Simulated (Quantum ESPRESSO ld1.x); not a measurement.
Question: The rubidium ion Rb32+, configuration [He] 2s2 2p1 (the NIST ground configuration). Calculated with ld1.x of Quantum ESPRESSO 7.5: scalar-relativistic Kohn-Sham, LDA (Slater exchange, Perdew-Wang correlation), spin-polarised, spherical densities, point nucleus; open shells are filled with parallel spins first. Some entries of the table are withheld. Estimate them.

orbital,occ.,eigenvalue (Ry),r(max) (bohr)
1s up,1,(1),0.02628
1s down,1,(2),0.02627
2s up,1,-295.016,0.1436
2s down,1,-293.688,0.1438
2p up,1,-284.302,0.1129
2p down,0,-282.677,0.1131

Answer: 
(1) 1s up eigenvalue (Ry): -1282.13
(2) 1s down eigenvalue (Ry): -1281.32
